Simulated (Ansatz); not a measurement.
`CO[SiH](C)[SeH]`, one more setting.

```yaml
crystal:
  periodic: [false, false, false]
  atoms:
    - {symbol: C, position_ang: [-1.741397, 0.684065, 0.968782]}
    - {symbol: O, position_ang: [-0.526766, 1.109559, 0.330044]}
    - {symbol: Si, position_ang: [0.314217, 0.249697, -0.797209]}
    - {symbol: C, position_ang: [0.815482, -1.410051, -0.130977]}
    - {symbol: Se, position_ang: [2.002239, 1.429242, -1.575541]}
    - {symbol: H, position_ang: [-2.116966, 1.477667, 1.576842]}
    - {symbol: H, position_ang: [-1.503695, -0.151265, 1.562327]}
    - {symbol: H, position_ang: [-2.457809, 0.488517, 0.235201]}
    - {symbol: H, position_ang: [-0.602327, 0.080529, -1.909852]}
    - {symbol: H, position_ang: [1.359023, -2.012316, -0.900553]}
    - {symbol: H, position_ang: [1.554946, -1.300546, 0.656434]}
    - {symbol: H, position_ang: [0.037268, -1.963800, 0.275522]}
    - {symbol: H, position_ang: [2.779356, 1.294354, -0.412609]}
basis:
  gaussian: {orbitals: ANO-RCC-VTZP}
hamiltonian: {xc: {name: r2SCAN0}}
accuracy: high
output: {forces: true}
```

```sh
$ ansatz run in.yaml --threads 2 --pin off --events-out ev --progress --plain --max-ram 32768MiB --backend cuda --devices 0, --max-vram 18GiB
```

Shortened log:

```
Functional definition: r2SCAN0
5336 factors; integrals over basis functions are off by at most 4.3e-9 eV
mean field evaluation 1: about -78259.0437 eV, gradient 6.5e1 eV
mean field evaluation 2: about -78255.1005 eV, gradient 7.8e1 eV
mean field evaluation 4: about -78267.7910 eV, gradient 3.6e0 eV
mean field evaluation 8: about -78268.0203 eV, gradient 4.9e-1 eV
mean field evaluation 16: about -78268.0209 eV, gradient 7.0e-5 eV
mean field -78268.02086968 eV, -2876.2967149909 hartree, gradient 2.5e-8 eV, S^2 0.000000; 0 other end points of the search recorded, 0 dependent functions left out
reference -78268.02087173 eV, -2876.2967150662 hartree; 38, 38 occupied and 241, 241 virtual orbitals, 5336 factors
Total energy: -78268.02087173 eV, -2876.2967150662 hartree
Relativity: scalar
Atom 0 at    -1.741397     0.684065     0.968782 Å, force     2.003296     1.051583    -0.569461 eV/Å
Atom 1 at    -0.526766     1.109559     0.330044 Å, force    -0.130744     0.168187     0.342040 eV/Å
Atom 2 at     0.314217     0.249697    -0.797209 Å, force    -1.085180    -0.406291     0.985128 eV/Å
Atom 3 at     0.815482    -1.410051    -0.130977 Å, force     2.385429     0.429806    -1.129181 eV/Å
Atom 4 at     2.002239     1.429242    -1.575541 Å, force    -0.106697     0.615819    -1.415384 eV/Å
Atom 5 at    -2.116966     1.477667     1.576842 Å, force     0.036799     0.511774     0.411019 eV/Å
Atom 6 at    -1.503695    -0.151265     1.562327 Å, force    -0.170929    -1.128412     0.775976 eV/Å
Atom 7 at    -2.457809     0.488517     0.235201 Å, force    -1.221762    -0.653266    -1.063424 eV/Å
Atom 8 at    -0.602327     0.080529    -1.909852 Å, force    -0.199528    -0.115745    -0.657800 eV/Å
Atom 9 at     1.359023    -2.012316    -0.900553 Å, force    -0.735497     0.482953     0.473008 eV/Å
Atom 10 at     1.554946    -1.300546     0.656434 Å, force     0.046405     0.211831     0.195305 eV/Å
Atom 11 at     0.037268    -1.963800     0.275522 Å, force    -1.551356    -1.003944     0.514948 eV/Å
Atom 12 at     2.779356     1.294354    -0.412609 Å, force     0.729765    -0.164293     1.137826 eV/Å
Dipole moment:    -0.156624    -0.337298     0.273596 e Å
```

It took 81 s on 2 threads of an AMD EPYC 7R13 on a shared host and a share of an NVIDIA H100 80 GB, with 1.8 GiB of host memory at the peak.
